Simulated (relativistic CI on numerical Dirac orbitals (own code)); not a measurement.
Hyperfine structure of Ta51+, mass number 181

Calculated at this level of theory: Dirac-Coulomb-Breit CI, KLI orbitals optimised for each configuration, model QED (radiative potential, 1s self-energy scaled to tabulated hydrogen-like ionisation energies), unscaled Slater integrals (own radial code, finite nucleus).

Configuration list (outside the closed core [Ne]): 3s2.3p6.3d4, 3s2.3p5.3d5, 3s.3p6.3d5, 3s2.3p6.3d3.4s, 3s2.3p6.3d3.4p, 3s2.3p6.3d3.4d, 3s2.3p5.3d4.4s, 3s2.3p6.3d3.4f, 3s.3p6.3d4.4s, 3p6.3d5.4p, 3p6.3d6, 3p5.3d7, 3p5.3d6.4s, 3p6.3d5.4s, 3p5.3d5.4s2, 3s2.3p6.3d2.4s2, 3s2.3p6.3d.4s2.4p, 3s2.3p6.3d.4s2.4d. Double excitations out of closed p, d and f shells are left out; levels of such configurations are missing from the list, as are those of other unlisted configurations, and high levels can miss mixing partners.

Nuclear spin I = 7/2, μ = 2.365 μN, Q = 3.17 b (tables of Stone and Pyykkö). The electronic factors are computed for point nuclear moments, without core polarisation or the Bohr-Weisskopf and QED corrections.

```
           Level   E (eV)  A (MHz)  B (MHz)
3s2.3p6.3d4 5D_1   59.029    -1673    58700
3s2.3p6.3d4 5D_2  127.788    13280   105000
3s2.3p6.3d4 3H_5  135.384    37640   158000
3s2.3p6.3d4 1I_6  138.145    39950   198000
3s2.3p6.3d4 3G_4  144.298    42710   -53100
```

Levels with J = 0, under 50 % of one LS term, or S terms without an open s electron are left out. Small factors come from cancelling terms and can be off by tens of per cent or more.

At this charge energies of transitions that change n are usually good to better than 1 %, and those within a shell (Δn = 0) to a few per cent.

**Question.** Give the hyperfine levels of 3s2.3p6.3d4 3H_5 relative to its centre of gravity.

**Answer.** With K = F(F + 1) − I(I + 1) − J(J + 1), E = AK/2 + B[¾K(K + 1) − I(I + 1)J(J + 1)]/[2I(2I − 1)J(2J − 1)]: F = 3/2: -722000, F = 5/2: -652300, F = 7/2: -549500, F = 9/2: -408300, F = 11/2: -222000, F = 13/2: 17740, F = 15/2: 320700, F = 17/2: 698100 MHz.

LS names give the leading component of a level, which can be under half, so a name can repeat, a term be missing and a line seem to break the LS rules.
